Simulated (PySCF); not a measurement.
H9Si4, SMILES [SiH]([SiH3])[SiH2][SiH3] (connectivity only; charge and spin as stated), charge +1, multiplicity 1. Atoms are numbered in the order given.

```xyz
13

Si     2.4355     1.2225    -0.1537
Si     1.0245    -0.6769     0.0026
Si    -1.0503    -0.7931     1.0197
Si    -2.3539     0.1363    -0.7807
H      2.2983     1.6348    -1.5769
H      3.7928     0.7110     0.1684
H      1.9236     2.2281     0.8066
H      1.3918    -1.8168    -0.8869
H     -1.3930    -2.2094     1.3045
H     -1.0344     0.1072     2.2010
H     -3.7217     0.2354    -0.2086
H     -1.7742     1.4648    -1.1094
H     -2.2643    -0.7983    -1.9304
```
Charge +1, spin multiplicity 1.

Geometry: B3LYP-D3(BJ)/def2-SVP. The multiplicity is an assumed one; other spin states were not compared. The isomer is the one that the SMILES or the coordinates give; other isomers of the formula were not compared. One conformer was computed; it need not be the lowest.

These are PBE0/pcSseg-1 (PySCF) values and carry that method's errors.

GIAO shieldings, no solvent; atoms alike by connectivity are averaged. δ = σ(ref) − σ: ²⁹Si against TMS (σ = 352.7 ppm); ¹H against TMS (σ = 31.56 ppm), references at their B3LYP-D3(BJ)/def2-TZVP geometries, non-relativistic.

```
nucleus          atoms  count  δ (ppm)
-------  -------------  -----  -------
²⁹Si               Si2      1    665.3
²⁹Si               Si3      1    -30.7
²⁹Si               Si1      1    -70.6
²⁹Si               Si4      1   -111.7
¹H                  H8      1    12.02
¹H             H9, H10      2     5.52
¹H          H5, H6, H7      3     5.00
¹H       H11, H12, H13      3     4.37
```
